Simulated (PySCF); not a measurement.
## Electron correlation in Lu (lutetium, neutral)

[Xe] 4f14 5d1 6s1 6p1, one real determinant (an excited configuration). All numbers are calculated (PySCF 2.14, scalar relativity by spin-free X2C-1e, in x2c-SVPall (7s6p6d2f1g, 78 functions)). Frozen: [Kr] 4d10; 25 electrons correlated.

MP2 pair energies summed by pair of shells (mhartree):

| pair | energy | share (%) |
| --- | --- | --- |
| 4f-5p | -101.59 | 28.6 |
| 5p-5p | -97.96 | 27.5 |
| 4f-4f | -77.89 | 21.9 |
| 5p-5d | -17.35 | 4.9 |
| 5s-5p | -12.11 | 3.4 |
| 5p-6s | -10.48 | 2.9 |
| 4f-5d | -9.10 | 2.6 |
| 5p-6p | -6.27 | 1.8 |
| 4f-5s | -5.09 | 1.4 |
| 4f-6s | -4.11 | 1.2 |
| 5s-5s | -3.64 | 1.0 |
| 4f-6p | -2.87 | 0.8 |
| 5d-6p | -1.90 | 0.5 |
| 5d-6s | -1.85 | 0.5 |
| 5s-5d | -1.71 | 0.5 |
| 6s-6p | -1.09 | 0.3 |
| 5s-6s | -0.52 | 0.1 |
| 5s-6p | -0.26 | 0.1 |

Total MP2 correlation energy: -355.81 mhartree.

Same-spin part -122.76 and opposite-spin part -233.06 mhartree; SCS-MP2 scales them by 1/3 and 6/5 to -320.59 mhartree.

The basis was made for the ground configuration and has no added diffuse functions, which can raise the energy of the promoted electron.

The reference is one real determinant that mixes LS terms of this configuration.
